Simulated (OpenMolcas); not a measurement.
Ni3+ with 4 ligands (bromide) in tetrahedral coordination (Td) at 2.38 Å. A charge of +0.25 e stands 2.6 Å behind each ligand. Ligand basis ANO-RCC-VDZP.
```
Ni    0.0000    0.0000    0.0000
Br    1.3741    1.3741    1.3741
Br    1.3741   -1.3741   -1.3741
Br   -1.3741    1.3741   -1.3741
Br   -1.3741   -1.3741    1.3741
```

```json
{"Program": "OpenMolcas 26.06", "Method": "CASSCF", "Basis": "ANO-RCC-VDZP [5s4p2d1f]", "Scalar Hamiltonian": "DKH2, point nucleus", "Active space": "7 electrons in 5 orbitals (3d)", "State averaging": "2S+1 = 4 even, 10 roots; 2S+1 = 2 even, 40 roots", "Spin-orbit coupling": "state interaction with AMFI integrals over the reference wave functions"}
```

**Question.** What is the spin-free ground state (labels of Td)?

**Answer.** 4A2, 1-fold in its orbital part; it has the highest spin that d7 allows.

**Question.** Where is the first state of the same spin?

**Answer.** 4T2 at 3220 cm-1 above the ground state.

**Question.** What are the lowest two levels with spin-orbit coupling?

**Answer.** A 4-fold level Γ8, then a 4-fold level Γ8 3135 cm-1 above it. Their leading multiplicities are 4 (100 %) and 4 (100 %).

**Question.** What is χT at 300 K, and how does it compare with the textbook value?

**Answer.** The lowest level has 2S+1 = 4, for which the spin-only value is χT = S(S+1) / 2 = 1.875 cm3 K/mol (g = 2). The computed 2.808 at 300 K differs by +0.933, through orbital momentum, spin-orbit coupling and any other state in reach.

Without dynamic correlation the repulsion within the d shell is too large (B by tens of per cent), so at a given field states of lower spin stand too high. The least metal-like active orbital is 83 % on the metal (Löwdin) and no ligand orbital is active, so the numbers are rough. Ligand-to-metal charge-transfer states are missing. This ion would oxidise such ligands; the complex is a model and need not exist. With no ligand orbital active B as a rule stays too high, so bands that hang on it stand too high and its fall with covalency is understated. With metal d orbitals alone and no dynamic correlation the field as a rule comes out too small, by tens of per cent, by up to half for chloride and softer ligands, and the orbital part of g and χT, which goes as 1/10Dq, too large. No measured value stands beside these numbers; the geometry was imposed, not optimised, and the real ion may take another.
